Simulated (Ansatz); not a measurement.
B₄ (the lowest singlet isomer of a short search) was relaxed with PBE-D4 (def2-TZVP) in Ansatz in these states: neutral quintet, neutral singlet, neutral triplet. The geometries follow in no particular order.

A:

```xyz
4

B    -0.771   -0.825    0.088
B     0.771    0.826   -0.088
B     0.246   -0.112    1.100
B    -0.245    0.112   -1.100
```

B:

Cartesian coordinates in Å:
```
B -0.004 -0.663 0.507
B 0.005 0.660 -0.511
B -1.408 -0.044 -0.069
B 1.408 0.047 0.074
```

C:

```xyz
4

B     0.521   -0.753   -0.099
B    -0.516    0.756    0.103
B     0.561    0.514   -0.964
B    -0.566   -0.517    0.960
```

Task: Judge from the bond lengths which geometry belongs to which state (an estimate).

Result: A is the neutral triplet (B1–B2 2.266 Å, B2–B4 1.602 Å, B1–B3 1.602 Å); B is the neutral quintet (B1–B2 1.669 Å, B2–B4 1.639 Å, B1–B3 1.639 Å); C is the neutral singlet (B1–B2 1.842 Å, B2–B4 1.535 Å, B1–B3 1.535 Å).

At PBE0-D4/def2-TZVP a singlet lies 1.09 eV below the neutral triplet. At PBE0-D4/def2-TZVP a singlet lies 1.97 eV below the neutral quintet. These are the stationary points nearest to one start from a short search; other shapes may lie lower in each state.
